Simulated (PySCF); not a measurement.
## C₆ coefficients of unlike pairs at UHF

Calculated with PySCF 2.14 from the dipole response of each species, C₆(A,B) = (3/π) ∫ α_A(iu) α_B(iu) du, in atomic units, from isotropic polarisabilities. For ions this is the dispersion term alone; charge-induced terms of lower order in 1/R come first.

```csv
species,configuration,basis,relativity,α (bohr³),C₆ (like pair)
Ne³⁺,[He] 2s2 2p3 (4S),aug-cc-pVDZ-DK (4s3p2d),spin-free X2C,0.7096,0.6031
S,[Ne] 3s2 3p4 (3P),"x2c-QZVPPall with one added diffuse shell each of s, p, d, f type (10s7p5d3f1g)",spin-free X2C,19.09,130.1
Mg,[Ne] 3s2 (1S),aug-cc-pCVQZ-DK (10s9p7d5f3g),spin-free X2C,81.17,760.8
Cl⁺,[Ne] 3s2 3p4 (3P),aug-cc-pVQZ-DK (7s6p4d3f2g),spin-free X2C,8.519,40.23
```

Problem. Estimate C₆ for Cl⁺ with S.

Solution. The integral gives 70.91. The combination rule 2 C_A C_B / (C_A α_B/α_A + C_B α_A/α_B) gives 70.63 and the geometric mean 72.34.

No spin-orbit coupling is included.

The other pairs:

```
     pair     C₆
Cl⁺, Ne³⁺  4.481
  Cl⁺, Mg  133.9
    Mg, S  271.2
  S, Ne³⁺  7.398
 Mg, Ne³⁺  12.32
```
